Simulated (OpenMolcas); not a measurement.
## O+: effect of the level shift or regulariser

```json
{
  "Program": "OpenMolcas",
  "Basis": "ANO-R2 [4s4p2d1f]",
  "Scalar Hamiltonian": "X2C, finite nucleus",
  "Active space": "3 electrons in 3 orbitals (2p)",
  "State averaging": "2S+1 = 4 odd, 1 root; 2S+1 = 2 odd, 8 roots",
  "Spin-orbit coupling": "state interaction with AMFI integrals over the reference wave functions, term energies averaged over their components"
}
```

Methods on the same reference wave functions:
A. CASSCF
B. SS-CASPT2, IPEA 0.25 Eh, imaginary shift 0.1 Eh (closed shells correlated: 1s 2s)
C. SS-CASPT2, IPEA 0.25 Eh, real shift 0.2 Eh (closed shells correlated: 1s 2s)

Energies in cm-1 above 2s2 2p3 4S* 3/2, the measured ground level; measured values from NIST Handbook of Basic Atomic Spectroscopic Data.

```
          Level      A      B      C  Measured
2s2 2p3 4S* 3/2    0.0    0.0    0.0       0.0
2s2 2p3 2D* 3/2  30579  27460  27460     26831
2s2 2p3 2D* 5/2  30581  27460  27470     26811
2s2 2p3 2P* 1/2  50641  43330  43380     40470
2s2 2p3 2P* 3/2  50643  43330  43380     40468
```

Deviations, from unrounded energies. A percentage is the sum of absolute deviations over the sum of measured energies, with the sign that they share, or ± where signs differ.

```tsv
Against measurement	Levels	A	B	C
mean absolute deviation (cm-1)	4	7000	1800	1800
other terms of the ground configuration (%)	4	+20.7	+5.2	+5.3
```

B, C lie about equally close to measurement and A furthest from it. The largest miss of B in the table is 2s2 2p3 2P* 3/2, by +2900 cm-1. The ranking rests on the paired levels alone, and a cruder setting can come out closer through cancelling errors.

Between B and C the level of the table that moves most is 2s2 2p3 2P* 1/2, by 48 cm-1 (lowest in B, highest in C). Moves below CASPT2's spread within the term are not significant.

The mean deviations of B to C differ by less than CASPT2's widest spread within a term (170 cm-1), so their order carries little weight.

From A to B the spin-free energies of the other terms of 2s2 2p3 shown, above 4S*, scale by factors of 0.86 to 0.90.

The lowest spin-free term lies below A's lowest term by 0.121 hartree in B, 0.121 hartree in C.

Term energies are means over components that CASPT2 splits; among the terms shown or strongly mixed into the levels shown the widest spread is 170 cm-1 (2s2 2p3 2D*, B). With the s shell closed, the reference lacks s² → p² mixing. Without dynamic correlation excited terms often stand tens of per cent too high (terms of higher spin than the ground term too low), and those without a measured partner can miss by more than the paired ones (holds for A). Computed and measured levels are paired by configuration, term and J; levels that our copy of the source lacks, or whose pairing is in doubt (as where it misses far off the trend of its configuration), stay unpaired and out of the deviations. Only configurations of the active space appear.

* marks odd parity.
